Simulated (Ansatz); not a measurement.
Ideal-gas functions of H5InSeSi (`[SiH3][InH][SeH]`) at 500 K and 1 bar, from an Ansatz frequency run at PBE0-D4/def2-TZVP.

Molar mass 226.9 g/mol, point group Cs (symmetry number 1), electronic degeneracy 1, moments of inertia 105.982, 483.055, 583.188 u Å². Harmonic wavenumbers (cm⁻¹, unscaled): 30, 60, 232, 233, 296, 374, 420, 456, 510, 583, 849, 936, 940, 1820, 2208, 2219, 2230, 2445.

Use S(trans) = R[1.5 ln M + 2.5 ln T − 1.1517]; rotational temperatures θ = 24.2544 K / I; S(rot) = R[ln(√π/σ · √(T³/θAθBθC)) + 1.5]; for each mode x = 1.438777 ν̃/T, S = R[x/(eˣ − 1) − ln(1 − e⁻ˣ)] and H = RT x/(eˣ − 1); 1 cm⁻¹ = 0.0119627 kJ/mol; R = 8.31446 J/(mol·K).

**Question.** By hand: the entropy, in J/(mol·K).

**Answer.** Translation 187.3. Rotation: θ = 0.2289, 0.0502, 0.0416 K, giving 126.5. Vibration, mode by mode: 28.68, 22.93, 11.83, 11.79, 9.90, 8.09, 7.23, 6.63, 5.83, 4.92, 2.69, 2.21, 2.19, 0.28, 0.11, 0.10, 0.10, 0.06, in all 125.6. Electronic 0.0. Sum 439.4 J/(mol·K).

**Question.** By hand: H − E and G − E in kJ/mol, counted from the electronic energy.

**Answer.** Zero-point energy ½ × 16841 × 0.0119627 = 100.7; thermal vibration 29.0; translation, rotation and pV give 4 RT = 16.6. H − E = 146.3 kJ/mol, and G − E = 146.3 − 500 × 439.4/1000 = -73.4 kJ/mol.

Vibration gives 29 % of the entropy, 51.6 J/(mol·K) of it from the modes under 150 cm⁻¹: soft modes count most, and the harmonic formula is weakest for them. The sum counts one conformer and one mirror image; others add a mixing term.
